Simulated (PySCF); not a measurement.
Species: C₆H₇BO₂S.
Structure used (PBE0-D3(BJ)/def2-SVP), in Å, numbered top down from 1:
```
atom  x, y, z in Å
C1     1.5152   -0.7914   -1.6018
C2     0.8388   -0.2317   -0.5761
B3     1.6788    0.1967    0.6943
O4     1.1391    0.1392    1.9393
O5     2.9738    0.6118    0.5806
C6    -0.6089   -0.0385   -0.6078
C7    -1.4285    0.4585    0.3859
C8    -2.7964    0.5201    0.0111
C9    -3.0111    0.0746   -1.2667
S10   -1.5526   -0.4248   -2.0185
H11    2.5959   -0.9531   -1.5518
H12    1.0232   -1.1439   -2.5151
H13    1.7797    0.4141    2.6051
H14    3.2470    0.7051   -0.3369
H15   -1.0397    0.7465    1.3617
H16   -3.5937    0.8798    0.6628
H17   -3.9535    0.0135   -1.8098
```

Computed with PySCF at PBE0/pcSseg-1, non-relativistic, on one gas-phase PBE0-D3(BJ)/def2-SVP geometry that isn't relaxed in the solvent. The solvent is an IEF-PCM continuum (van der Waals radii × 1.2). The model holds no explicit solvent molecules, cavitation or dispersion.

| medium | total energy (Eh) | HOMO (eV) | LUMO (eV) | dipole (D) |
| --- | --- | --- | --- | --- |
| gas phase | -805.760223 | -6.318 | -1.428 | 1.022 |
| acetone (ε = 20.49) | -805.773051 | -6.399 | -1.467 | 1.401 |

Question: What is E(solvent) − E(gas) in acetone, in kcal/mol?

Answer: -805.773051 − (-805.760223) = -0.012828 Eh = -8.05 kcal/mol.

Question: Scale it by Onsager's factor (ε − 1)/(2ε + 1) to dichloromethane (ε = 8.93), and compare with the calculation.

Answer: The factor goes from 0.464 to 0.420, a ratio of 0.906, which gives -7.29 kcal/mol. The calculation gives -7.16 kcal/mol (total energy -805.771638 Eh), so the scaled value is 1.8 % too large in size.

Question: Scale the changes of the other columns the same way. What are the values in dichloromethane?

Answer: 
| quantity | scaled | computed | difference |
| --- | --- | --- | --- |
| HOMO (eV) | -6.391 | -6.383 | -0.008 |
| LUMO (eV) | -1.464 | -1.456 | -0.008 |
| dipole (D) | 1.365 | 1.348 | +0.017 |

Question: How does each lowering split into the polarisation term (half the interaction with the induced surface charges) and the distortion of the solute's density?

Answer: acetone: -8.92 + 0.87 kcal/mol, the distortion taking back 10 % of the polarisation term; dichloromethane: -7.84 + 0.68 kcal/mol, the distortion taking back 9 % of the polarisation term.
